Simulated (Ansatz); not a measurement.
Geometry optimisation, Ansatz, UKS BLYP-D4/def2-SVP.

input.yaml

```yaml
crystal:
  periodic: [false, false, false]
  atoms:
    - { symbol: Ga, position_ang: [-0.114263, -0.106955, 0.327814] }
    - { symbol: H, position_ang: [0.326934, 1.201603, 1.129808] }
    - { symbol: O, position_ang: [1.249781, -0.535297, -0.818749] }
    - { symbol: H, position_ang: [2.043854, -0.83925, -0.324012] }
    - { symbol: Cl, position_ang: [-2.09713, 0.045376, -0.545131] }
    - { symbol: F, position_ang: [0.051124, -0.717377, 2.02537] }
magnetization:
  spin_polarized: true
  initial_magnetization: 1
basis:
  gaussian: { orbitals: def2-SVP }
hamiltonian:
  xc: blyp
  dispersion: d4
relax:
  f_tol: 0.03
  max_steps: 50
output:
  orbitals: {}
```

Launched with:

```bash
$ ansatz run input.yaml --threads 2 --pin off --max-ram 3072MiB --backend cpu --events-out ev --progress --plain --runs-dir out
```

Task: Where does it end, and by what steps?

Result: The run converged. After 8 steps the energy has fallen by 0.243 eV; H2 moved furthest, 0.52 Å.

| step | energy less start (eV) | largest force component (eV/Å) | accepted |
| --- | --- | --- | --- |
| 0 | 0.0000 | 1.060 | yes |
| 1 | -0.1201 | 0.599 | yes |
| 2 | -0.1892 | 0.956 | yes |
| 3 | -0.2246 | 0.638 | yes |
| 4 | -0.2401 | 0.227 | yes |
| 5 | -0.2419 | 0.087 | yes |
| 6 | -0.2426 | 0.041 | yes |
| 7 | -0.2429 | 0.033 | yes |
| 8 | -0.2432 | 0.022 | yes |

```xyz
6
Properties=species:S:1:pos:R:3
Ga -0.173 -0.154 0.476
H 0.507 1.384 0.680
O 1.257 -0.427 -0.705
H 2.050 -0.725 -0.205
Cl -2.143 0.089 -0.415
F -0.038 -1.119 1.963
```

Whether the end is a true minimum wasn't checked by a vibrational analysis.

The run took 11 s on 2 threads of AMD EPYC 9R45 96-Core Processor (Zen 5) (shared host), peak memory 0.19 GiB.
